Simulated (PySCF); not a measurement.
H$_{3}$Cl$_{3}$HfOSi, charge -1, doublet, geometry from GFN2-xTB (such geometries of metal compounds can be far from the true shape) (the multiplicity is a formal guess) (core potentials on Hf) (in this run its highest filled SCF level lies above zero, so its values depend strongly on the basis, on diffuse functions most of all). Base run: PySCF with DF-MN15/def2-SVP.

Input for PySCF:
```python
from pyscf import gto, scf, dft

mol = gto.M(
    atom='''
Hf    0.129132    0.101364    0.142522
Cl    1.267948    1.215831    1.788663
Cl   -0.482923   -1.721246    1.390278
Cl   -1.059501    1.890892   -0.656323
O     0.636359   -0.747569   -1.498696
Si   -0.508435   -1.423640   -2.369409
H    -1.859721   -1.296839   -1.764920
H    -0.207272   -2.855039   -2.524354
H    -0.537228   -0.787936   -3.695554
''',
    basis='def2-svp',
    ecp={'Hf': 'def2-svp'},
    charge=-1,
    spin=1,
    verbose=4,
)

mf = dft.UKS(mol)
mf.xc = 'mn15'
mf = mf.density_fit(auxbasis='def2-universal-jkfit')
mf.kernel()
```

The base run was repeated with changes; each row names its change, and settings that it needs were set with it.

| change | ΔE vs base (mEh) | grid points | electrons on the grid | outcome |
|---|---|---|---|---|
| base | 0.000 | 143120 | 89.00000 | converged |
| grids.atom_grid = (75, 302) | -0.061 | 126888 | 88.99997 | converged |
| grids.prune = dft.gen_grid.sg1_prune | - | - | - | input refused |
| grids.level = 0 | 946.7 | 12672 | 88.96345 | converged |
| grids.radi_method = gauss_chebyshev | -0.006 | 138600 | 89.00000 | converged |
| grids.atom_grid = (50, 194) | -1.388 | 58104 | 89.00023 | converged |
| grids.level = 5 | 0.034 | 336752 | 89.00000 | converged |
| grids.prune = off | -0.002 | 250232 | 88.99999 | converged |
| small_rho_cutoff = 0 | 0.000 | 143120 | 89.00000 | converged |
| grids.level = 2 | -0.012 | 89864 | 88.99997 | converged |
| grids.level = 4 | 0.023 | 224832 | 89.00000 | converged |

Open shells are given as the SCF converged; they aren't shown to be the lowest states, and a large step between rows can be another state.

- grids.prune = dft.gen_grid.sg1_prune: ended with `IndexError: index 72 is out of bounds for axis 0 with size 19`
